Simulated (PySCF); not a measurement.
Members of one family of related compounds. Method used: TDDFT B3LYP/def2-SVPD, vertical, gas phase, core orbitals frozen in the response in PySCF. Geometries: GFN2-xTB; one conformer of each isolated species. Triplets are in the Tamm–Dancoff approximation. 'Strongest' means the level of largest summed f among the lowest 8 singlets; it needn't be the same kind of state in each.

Task: Rank by computed HOMO energy, lowest first.
A. `CC(C)COC=O`
B. `O=COCCCl`
C. `[H]/N=C/COC=O`
D. `C(=S)(C)COC=O`

Result: B (-8.43 eV), A (-8.07 eV), C (-7.69 eV), D (-6.50 eV).

```csv
SMILES,HOMO (eV),f (strongest),T1 (eV),gap (eV),f (S1),S1 (eV),S1 mainly
O=COCCCl,-8.43,0.03,5.33,7.74,0.002,5.88,H→L (64%)
CC(C)COC=O,-8.07,0.06,5.35,7.80,0.002,5.90,H→L (97%)
[H]/N=C/COC=O,-7.69,0.02,4.33,6.73,0.002,5.14,H→L (97%)
CC(=S)COC=O,-6.50,0.20,2.10,3.94,0.000,2.54,H→L (100%)
```

H and L stand for HOMO and LUMO.

- `O=COCCCl`: Löwdin shares by element: HOMO oxygen 48%, chlorine 29%, carbon 8% or more (atoms not listed hold the other 16%); LUMO oxygen 46%, carbon 40% or more, hydrogen 8% or more.
- `CC(C)COC=O`: S1 has the pattern of n→π* at C=O.
- `[H]/N=C/COC=O`: Löwdin shares by element: HOMO nitrogen 58%, carbon 22% or more, hydrogen 8% or more; LUMO carbon 44% or more, nitrogen 35%, hydrogen 5% or more (atoms not listed hold the other 16%).
- `CC(=S)COC=O`: S1 has the pattern of n→π* at C=S.
